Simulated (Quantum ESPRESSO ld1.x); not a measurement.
Results of a calculation; reference values are marked as such.
Task: These are the eigenvalues of the occupied orbitals of an atom or ion with whole-number occupations (eV). Level of theory: Dirac Kohn-Sham, RPBE, spin-unpolarised, spherical densities, point nucleus (ld1.x of Quantum ESPRESSO 7.5).

| orbital | eigenvalue |
|---|---|
| 1s1/2 | -18832.4 |
| 2s1/2 | -2660.77 |
| 2p1/2 | -2443.94 |
| 2p3/2 | -2348.17 |
| 3s1/2 | -470.085 |
| 3p1/2 | -388.494 |
| 3p3/2 | -372.977 |
| 3d3/2 | -229.122 |
| 3d5/2 | -226.232 |
| 4s1/2 | -88.8149 |
| 4p1/2 | -66.0163 |
| 4p3/2 | -63.8340 |
| 4d3/2 | -30.6404 |

Which element is it, and in what charge state? The configuration may be excited. Open shells, if any, fill j = l - 1/2 first.

Result: Z = 41, niobium, charge +3: Nb3+ in [Kr] 4d2. The list shows which subshells hold electrons but not how many an open one holds; the 1s level, -692.08 hartree, gives Z - s = 37.2 by -(Z - s)^2/2, which with screening and relativity narrows Z to a few neighbours, and the depths of the outer levels then fix element, charge and occupations together.
